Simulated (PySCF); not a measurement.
Electronic structure of Se⁺ (selenium, charge +1) at the MN15 level

Configuration: [Ar] 3d10 4s2 4p3, high-spin 4S determinant. Computed with PySCF 2.14 in def2-TZVP (6s5p4d1f, 48 functions), with the non-relativistic Hamiltonian (point nucleus).

```json
{"Total energy": "-2401.465 hartree", "One-electron energy": "-3328.383 hartree", "Hartree (Coulomb) energy": "1014.010 hartree", "Exchange-correlation energy": "-87.092 hartree", "Kinetic energy": "2393.91740 hartree", "⟨S²⟩": "3.7506", "⟨L²⟩": "0.000", "Sum of ⟨r⟩": "22.41 bohr", "Sum of ⟨r²⟩": "31.02 bohr²", "Density at the nucleus (Gaussians lack the cusp)": "26300 bohr⁻³", "Spin density at the nucleus": "-1.41 bohr⁻³", "Langevin diamagnetic susceptibility": "-24.6 ×10⁻⁶ cm³/mol", "Time after the integrals": "0.91 s of wall time on 1 thread of Intel(R) Xeon(R) Platinum 8375C CPU @ 2.90GHz (shared host)"}
```

| shell | electrons | mean orbital energy (hartree) | rms radius, mean of both spins (bohr) |
| --- | --- | --- | --- |
| 1s α | 1 | -451.57896 | 0.0521 |
| 1s β | 1 | -451.57555 | 0.0521 |
| 2s α | 1 | -57.32661 | 0.218 |
| 2s β | 1 | -57.31229 | 0.218 |
| 2p α | 3 | -52.17978 | 0.191 |
| 2p β | 3 | -52.17515 | 0.191 |
| 3s α | 1 | -7.86906 | 0.637 |
| 3s β | 1 | -7.86862 | 0.637 |
| 3p α | 3 | -6.06693 | 0.647 |
| 3p β | 3 | -6.06259 | 0.647 |
| 3d α | 5 | -2.58069 | 0.699 |
| 3d β | 5 | -2.57543 | 0.699 |
| 4s α | 1 | -1.09958 | 1.93 |
| 4s β | 1 | -0.95483 | 1.93 |
| 4p α | 3 | -0.68002 | 2.24 |
